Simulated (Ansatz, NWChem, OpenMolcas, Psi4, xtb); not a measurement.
Ligand exchange: NH3 + GaH(CH3)(SH) → H2S + GaH(CH3)(NH2)

Species: NH3 (ammonia) `N`, singlet; GaH(CH3)(SH), singlet; H2S (hydrogen sulfide) `S`, singlet; GaH(CH3)(NH2), singlet. The partners trade NH2 for SH: H–NH2 and Ga–SH bonds give way to H–SH and Ga–NH2.

Shapes, held fixed at every level: PBE0-D4/def2-TZVP. Flexible molecules stand in one conformer, not always the lowest. Programs: Ansatz 0.2.0, NWChem 7.3.0, OpenMolcas 26.06, Psi4 1.11, xtb 6.7.1. A level may come from different programs for different species; with the same settings they agree closely. The zero-point and thermal change to 298 K, harmonic and unscaled (PBE0-D4/def2-TZVP), is -8.8 kJ/mol.

```csv
level,kind,ΔH(298 K) (kJ/mol),less CCSD(T)/def2-TZVPP
GFN0-xTB,semi-empirical,+64.9,+23.0
HF/def2-SVP,Hartree–Fock,+43.5,+1.6
HF/def2-TZVPP,Hartree–Fock,+46.2,+4.3
B3LYP/6-31G* (Cartesian functions),global hybrid,+45.6,+3.7
r2SCAN0-D4/def2-TZVPP,global hybrid,+49.6,+7.7
MP2/def2-TZVPP,perturbation theory,+43.5,+1.6
CCSD(T)/def2-SVP,coupled cluster or CI,+35.7,-6.2
CCSD/def2-SVP,coupled cluster or CI,+35.6,-6.3
CCSD(T)/def2-TZVPP,coupled cluster or CI,+41.9,0.0
```

The highest level, CCSD(T)/def2-TZVPP, gives ΔH(298 K) = +41.9 kJ/mol; the levels span +35.6 to +64.9. The column of differences is taken from that level and isn't an error. No measured value is set beside it here. Relativity is left out for Ga. Outer-core shells of Ga are correlated, in sets that cover them unevenly.
